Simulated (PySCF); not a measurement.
Atomic charges by several schemes

Species: 1,1-dichloro-2,2,2-trifluoroethane, C₂HCl₂F₃.
Z-matrix (Å and degrees, GFN2-xTB geometry), rows numbered from 1:
```
F 
C   1  1.3277
F   2  1.3365  1  107.52
F   2  1.3364  1  107.52  3  -114.56
C   2  1.5325  1  113.03  3   122.72
Cl  5  1.7727  2  108.90  1   -61.00
Cl  5  1.7727  2  108.90  1    60.69
H   5  1.0933  2  109.41  1   179.84
```

Density: PBE0/pcSseg-1 (PySCF); schemes: Mulliken, IAO, Hirshfeld and ESP-fitted. Geometry: GFN2-xTB; no solvent, vibrations or thermal averaging.

**Question.** At which atom do the 4 schemes differ most?

**Answer.** At C5: from -0.699 (ESP-fitted) to +0.008 e (Hirshfeld), 0.707 e apart.

**Question.** For which atoms does the sign change between the 4 schemes (beyond +0.03 e in one, beyond −0.03 e in another)?

**Answer.** For none.

**Question.** Do the Mulliken, IAO, Hirshfeld and ESP-fitted schemes agree on where the charge is highest?

**Answer.** All schemes agree: Mulliken C2 (+0.837); IAO C2 (+0.807); Hirshfeld C2 (+0.243); ESP-fitted C2 (+0.595).

**Question.** Tabulate the Mulliken, IAO, Hirshfeld and ESP-fitted charges.

**Answer.** In e:

```
atom              environment  Mulliken     IAO  Hirshfeld  ESP-fitted
  F1  fluorine of a CF3 group    -0.240  -0.261     -0.083      -0.132
  C2               CF3 carbon    +0.837  +0.807     +0.243      +0.595
  F3  fluorine of a CF3 group    -0.253  -0.271     -0.087      -0.155
  F4  fluorine of a CF3 group    -0.253  -0.271     -0.087      -0.154
  C5             CHCl2 carbon    -0.290  -0.155     +0.008      -0.699
 Cl6           alkyl chlorine    -0.013  -0.027     -0.029      +0.074
 Cl7           alkyl chlorine    -0.013  -0.027     -0.029      +0.074
  H8         methine hydrogen    +0.224  +0.204     +0.064      +0.396
```

Mean size of the charges over all atoms: ESP-fitted 0.285 e, Mulliken 0.265 e, IAO 0.253 e, Hirshfeld 0.079 e. Each set sums to the total charge, 0, to within 0.001 e. The ESP scheme is a least-squares fit of atom-centred charges to the potential on four shells outside the van der Waals surface, with the total charge fixed.

**Question.** How many electrons does the Hirshfeld scheme count on Cl6?

**Answer.** Z − q = 17 − (-0.029) = 17.029.

**Question.** Sum the charges by element, for elements with more than one atom.

**Answer.** 
```
element  atoms  Mulliken     IAO  Hirshfeld  ESP-fitted
      F      3    -0.745  -0.803     -0.258      -0.441
      C      2    +0.547  +0.652     +0.251      -0.104
     Cl      2    -0.026  -0.053     -0.057      +0.148
```
